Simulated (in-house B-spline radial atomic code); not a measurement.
A fraction x of an electron is removed from 4p in Sn⁵⁺, starting from [Kr] 4d9 and keeping the highest spin. Level of theory: scalar-relativistic (X2C) PBE0, spin-polarised, spherical fractional occupations, Fermi nucleus of rms radius 4.6519 fm; calculated with a radial B-spline atomic code at the basis-set limit.

Caution: exact exchange at fractional occupations of open shells leaves self-interaction of up to several eV.

| x | E(x) - E(0) (eV) | 4p down level (eV) |
| --- | --- | --- |
| 0 | 0.0000 | -156.574 |
| 0.02 | 3.1353 | -156.951 |
| 0.14 | ? | ? |
| 0.31 | 49.4475 | -162.454 |
| 0.44 | ? | ? |
| 0.5 | 80.6590 | -166.093 |
| 0.6 | 97.3646 | -168.019 |
| 0.75 | 122.7849 | -170.921 |
| 0.8 | 131.3551 | -171.891 |
| 0.99 | 164.3659 | -175.595 |
| 1 | 166.1229 | -175.790 |

What belongs in the row x = 0.14?

An energy change of 22.1055 eV; 4p down at -159.221 eV.

What belongs in the row x = 0.44?

An energy change of 70.7280 eV; 4p down at -164.941 eV.

Check Janak's theorem between x = 0.5 and 0.6.

The slope of the energy is 167.06 eV; the orbital levels give 167.06 eV (-ε of the emptying orbital, averaged over the two points).
